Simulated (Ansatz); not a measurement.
Reaction (atomization): `BC1CO1` → B• + 2 C• + 5 H• + O•

Isolated molecules relaxed with PBE0-D4/def2-TZVP in Ansatz; ΔE leaves out vibrations. CBS: MP2 limit from def2 TZ/QZ plus the TZ coupled-cluster correction, frozen cores. This one scheme is used for every species, atoms too. DFT in def2-TZVPP. B3LYP here is the variant with VWN-RPA as its local correlation; programs differ in this. HSE06 is defined as in plane-wave codes. No spin–orbit coupling; open shells (•) take unrestricted orbitals. Spin–orbit coupling would lower the free atoms: a little for B, C, O.

```tsv
level	ΔE (kJ/mol)	difference from CCSD(T)/CBS
LDA (SPW92)	3985.5	550.3
PBE-D4	3550.7	115.5
revPBE-D4	3459.2	24.0
BLYP-D4	3454.4	19.2
r2SCAN-D4	3474.4	39.2
B97M-V	3464.9	29.7
PBE0-D4	3478.6	43.4
B3LYP-D4	3453.8	18.6
r2SCANh-D4	3450.2	15.0
r2SCAN0-D4	3415.7	-19.5
HSE06-D4	3481.6	46.4
BHLYP-D4	3341.6	-93.6
CAM-B3LYP-D4	3469.7	34.5
ωB97X-V	3460.3	25.1
ωB97M-V	3464.5	29.3
B2PLYP	3421.6	-13.6
PBE-QIDH	3442.9	7.7
PBE	3538.3	103.1
revPBE	3414.1	-21.1
BLYP	3426.0	-9.2
r2SCAN	3471.4	36.2
PBE0	3468.4	33.2
B3LYP	3433.9	-1.3
r2SCANh	3447.1	11.9
HSE06	3472.3	37.1
CAM-B3LYP	3459.6	24.4
LC-ωPBE	3463.7	28.5
HF/def2-SVP	2553.0	-882.2
MP2/def2-SVP	3341.4	-93.8
CCSD/def2-SVP	3247.1	-188.1
CCSD(T)/def2-SVP	3283.5	-151.7
HF/def2-TZVPP	2511.9	-923.3
MP2/def2-TZVPP	3429.7	-5.5
SCS-MP2/def2-TZVPP	3404.8	-30.4
CCSD/def2-TZVPP	3300.8	-134.4
HF/def2-QZVPP	2515.6	-919.6
MP2/def2-QZVPP	3477.5	42.3
SCS-MP2/def2-QZVPP	3458.1	22.9
MP2/CBS(def2)	3510.7	75.5
CCSD/CBS(def2)	3381.8	-53.4
CCSD(T)/CBS	3435.2	0
```

Largest T1 diagnostic among the species: 0.014.

From BLYP to BHLYP (50 % exact exchange), in def2-TZVPP and without D4, ΔE moves by −97.9 kJ/mol: exact exchange takes away binding that semilocal exchange gives to molecules. In def2-TZVPP, CCSD(T) changes the Hartree–Fock value by +842.4 kJ/mol (the triples alone add +53.5 kJ/mol) and MP2 by +917.8 kJ/mol; breaking electron pairs costs correlation energy, which Hartree–Fock lacks.

For atomizations the MP2-based limit and the directly extrapolated one differ by several kJ/mol either way, and by 10 to 25 for some Ge, Se and Sn compounds, so smaller differences from it don't rank the levels.
